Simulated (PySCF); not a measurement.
Isomers of C5H7O2P, one conformer each; single-point electronic energies without zero-point terms and without any empirical dispersion term.

All values: PBE0/pcSseg-1 (PySCF, non-relativistic), each on one gas-phase PBE0-D3(BJ)/def2-SVP geometry that isn't relaxed in the solvent. The solvent is an IEF-PCM continuum (cavity from Bondi-type radii × 1.2). The model holds no explicit solvent molecules, cavitation or dispersion.

| isomer | relative energy, gas (kcal/mol) | dipole (D) |
| --- | --- | --- |
| `COc1cpc(C)o1` | 0.0 | 2.85 |
| `OCPc1ccco1` | 4.8 | 1.62 |
| `C#C[P@@](C)(=O)C(C)=O` | 16.6 | 2.32 |

Problem. How do the relative energies look in chloroform (ε = 4.711)?

Solution. 
| isomer | relative energy, solvent (kcal/mol) | E(solvent) − E(gas) (kcal/mol) | dipole in solvent (D) |
| --- | --- | --- | --- |
| `COc1cpc(C)o1` | 0.0 | -3.0 | 3.49 |
| `OCPc1ccco1` | 3.2 | -4.6 | 1.86 |
| `C#C[P@@](C)(=O)C(C)=O` | 11.5 | -8.1 | 2.80 |

The order is unchanged. Conformers: `[CH3:1][O:2][c:3]1[cH:4][p:5][c:6]([CH3:7])[o:8]1` with C1–O2–C3–C4 178°; `[OH:1][CH2:2][PH:3][c:4]1[cH:5][cH:6][cH:7][o:8]1` with H–O1–C2–P3 -53°, O1–C2–P3–C4 47°, C2–P3–C4–C5 -79°; `[CH:1]#[C:2][P@@:3]([CH3:4])(=[O:5])[C:6]([CH3:7])=[O:8]` with C2–P3–C6–C7 -95°. `C#C[P@@](C)(=O)C(C)=O` gains most from the continuum, while `COc1cpc(C)o1` has the largest gas-phase dipole. The gains span 5.1 kcal/mol, the gas-phase energies 16.6 kcal/mol.
